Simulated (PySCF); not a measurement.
Compound: C₇H₁₁PS.
Structure used (PBE0-D3(BJ)/def2-SVP), in Å, numbered top down from 1:
```
atom  x, y, z in Å
C1     3.8974   -0.4477   -0.0451
C2     2.4791   -0.0549    0.2295
P3     1.9731    1.0927    1.4045
C4     0.2518    0.8952    1.0442
C5    -0.1036    0.0039    0.0682
C6    -1.4961   -0.3093   -0.4282
C7    -2.4048   -0.7578    0.7142
C8    -2.0838    0.8812   -1.1863
S9     1.2251   -0.8044   -0.6713
H10    4.5818    0.1696    0.5536
H11    4.1629   -0.3129   -1.1062
H12    4.0857   -1.5032    0.2124
H13   -0.5105    1.4675    1.5809
H14   -1.4096   -1.1500   -1.1386
H15   -1.9842   -1.6272    1.2403
H16   -2.5392    0.0492    1.4514
H17   -3.4006   -1.0318    0.3329
H18   -3.0792    0.6357   -1.5879
H19   -1.4360    1.1770   -2.0247
H20   -2.1911    1.7526   -0.5215
```

Computed with TDDFT B3LYP/def2-SVPD, vertical, gas phase, core orbitals frozen in the response in PySCF.

Computed singlets:

```csv
state,E (eV),f
S1,4.66,0.122
S2,4.93,0.030
S3,5.08,0.0046
S4,5.15,0.0003
S5,5.75,0.0019
S6,5.80,0.0041
S7,5.86,0.262
S8,6.29,0.0004
S9,6.35,0.0079
S10,6.36,0.017
```

How much of the mean static polarisability do these states give, one by one?

Each state adds f / ΔE² (ΔE in hartree, 27.2114 eV).

```csv
state,f/ΔE² (au),running sum (au),running share of α (%)
S1,4.16,4.16,3.2
S2,0.91,5.07,4.0
S3,0.13,5.21,4.1
S4,0.01,5.21,4.1
S5,0.04,5.25,4.1
S6,0.09,5.34,4.2
S7,5.63,10.98,8.6
S8,0.01,10.99,8.6
S9,0.15,11.13,8.7
S10,0.30,11.44,8.9
```

The full response gives 128.35 au (19.02 Å³), so 116.9 au comes from the higher roots of the same equations.

By how much does the contribution of these states grow at 632.8 nm?

With ω = 0.0720 hartree each state's term in the mean polarisability goes from f / ΔE² to f / (ΔE² − ω²); the sum over all 10 states goes from 11.44 to 13.30 au, a rise of 1.86 au.

The largest single term belongs to S7, which also has the largest f.

One conformer stands for the species.
